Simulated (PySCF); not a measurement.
# Molecular orbitals of DyF

B97-3 at R = 1.972 Å; basis Dy x2c-TZVPall, F x2c-TZVPall; spin-free X2C with a Gaussian nucleus; PySCF 2.14. State: sextet, about 9.4 electrons in the 4f shell (Mulliken), real f orbitals that mix terms. Only the outer orbitals are listed, counted within each symmetry.

```
spin  orbital  occ.  ε (eV)  on Dy (%)   main shells (%)
   α       1φ     1  -10.31         78   77 Dy f, 22 F p
   α      16σ     1   -4.54        100           87 Dy s
   α       9π     0   -1.04        100  69 Dy p, 30 Dy d
   α       9π     0   -0.99        100  70 Dy p, 30 Dy d
   α       4δ     0   -0.97        100           99 Dy d
   β       3δ     1   -7.85        100          100 Dy f
   β       1φ     1   -7.69         99           99 Dy f
   β      15σ     1   -4.56        100  58 Dy s, 40 Dy f
   β      16σ     0   -2.18         99  56 Dy f, 33 Dy s
   β       8π     0   -0.76        100  77 Dy p, 23 Dy d
   β       8π     0   -0.75        100  77 Dy p, 23 Dy d
```

Which are the highest filled and the lowest empty level, where do they sit, and how wide is the gap?

Highest filled α 16σ at -4.54 eV (in %: 87 Dy s); lowest empty β 16σ at -2.18 eV (in %: 56 Dy f, 33 Dy s); the gap at B97-3 is 2.36 eV.

The bond order (Mayer) is 0.85 and the ⟨S²⟩ is 8.762. The charge on Dy (Mulliken, basis-dependent) is 0.51 and the charge on Dy (Löwdin, basis-dependent) is 0.32. The dipole moment (positive dipole means Dy(−)F(+)) is -2.53 D.

Spin–orbit coupling is left out. With d or f electrons several states lie close, and the lowest PBE0 determinant need not be the measured ground state.
